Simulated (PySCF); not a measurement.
BrGeH3.
Atom-mapped SMILES: `[GeH3:1][Br:2]` (hydrogens: H3, H4, H5 on Ge1)

A GFN2-xTB structure was refined with PySCF 2.14.0, PBE0-D3(BJ)/def2-SVP geometry optimisation, gas phase. Its GFN2-xTB values:

| coordinate | GFN2-xTB |
| --- | --- |
| Ge1–Br2 | 2.233 Å |
| Ge1–H3 | 1.492 Å |
| Br2–Ge1–H3 | 109.4° |
| H3–Ge1–H4 | 110.7° |

Task: How do these coordinates change at the PBE0-D3(BJ)/def2-SVP level?

Result: 
```csv
coordinate,PBE0-D3(BJ)/def2-SVP (Å or °),change
Ge1–Br2,2.312,+0.079
Ge1–H3,1.534,+0.042
Br2–Ge1–H3,107.4,-2.0
H3–Ge1–H4,111.5,+0.8
```

The energy falls by 0.079 eV over 4 energy and gradient evaluations, the largest force component goes from 0.0257 to 1.6e-04 Eh/bohr, and the atoms move by 0.042 Å rms after alignment. The bond that changes most is Ge1–Br2 (ends: germanium bonded to Br and 3 H; bromine bonded to Ge), which lengthens by 0.079 Å. Bonds longer at the end by more than 0.005 Å: 4 of 4; shorter: 0. Rotational constants go from 81332, 2513, 2513 to 77953, 2346, 2346 MHz.

The run used 79 basis functions and 22 SCF cycles in all. Time: 6.0 s wall; peak memory 0.35 GiB. Hardware: one thread of an Intel Xeon 6975P-C, shared host.

No PBE0-D3(BJ)/def2-SVP frequencies stand behind this structure, so it isn't proved a minimum.
